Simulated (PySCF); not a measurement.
SiPb⁺: frontier orbitals

PBEsol at R = 2.633 Å; PySCF, scalar-relativistic core potentials, basis sets Si def2-SVP, Pb def2-SVP with ECP60. State: ⁴Σ⁻ (quartet), unpaired electrons σ ↑, π ↑↑. Only the outer orbitals are listed, counted within each symmetry, core potentials removing the inner ones.

| spin | orbital | occ. | ε (eV) | on Si (%) | main shells (%) |
| --- | --- | --- | --- | --- | --- |
| α | 7σ | 1 | -19.60 | 26 | 71 Pb s, 22 Si s |
| α | 8σ | 1 | -16.35 | 71 | 71 Si s, 24 Pb s |
| α | 9σ | 1 | -11.30 | 57 | 52 Si p, 39 Pb p |
| α | 4π | 1 | -10.79 | 59 | 58 Si p, 40 Pb p |
| α | 4π | 1 | -10.79 | 59 | 58 Si p, 40 Pb p |
| α | 5π | 0 | -8.66 | 40 | 59 Pb p, 40 Si p |
| α | 5π | 0 | -8.66 | 40 | 59 Pb p, 40 Si p |
| α | 10σ | 0 | -5.92 | 40 | 59 Pb p, 39 Si p |
| β | 7σ | 1 | -18.58 | 18 | 80 Pb s, 15 Si s |
| β | 8σ | 1 | -14.89 | 76 | 76 Si s, 17 Pb s |
| β | 9σ | 0 | -9.83 | 54 | 46 Si p, 44 Pb p |
| β | 4π | 0 | -9.44 | 43 | 56 Pb p, 43 Si p |
| β | 4π | 0 | -9.44 | 43 | 56 Pb p, 43 Si p |

Task: Which are the highest filled and the lowest empty level, where do they sit, and how wide is the gap?

Result: Highest filled α 4π at -10.79 eV (in %: 58 Si p, 40 Pb p); lowest empty β 9σ at -9.83 eV (in %: 46 Si p, 44 Pb p); the gap at PBEsol is 0.96 eV.

| Quantity | Value |
| --- | --- |
| bond order (Mayer) | 1.66 |
| ⟨S²⟩ | 3.751 |
| charge on Si (Mulliken, basis-dependent) | 0.34 |
| charge on Si (Löwdin, basis-dependent) | 0.41 |
| dipole moment (positive dipole points towards Pb; it is taken about the centre of mass and depends on that origin) | -2.39 D |

Spin–orbit coupling is left out, which matters for elements this heavy, above all for dissociation energies. The state is the lowest determinant that a PBE0 search found; another state may lie lower at other levels.
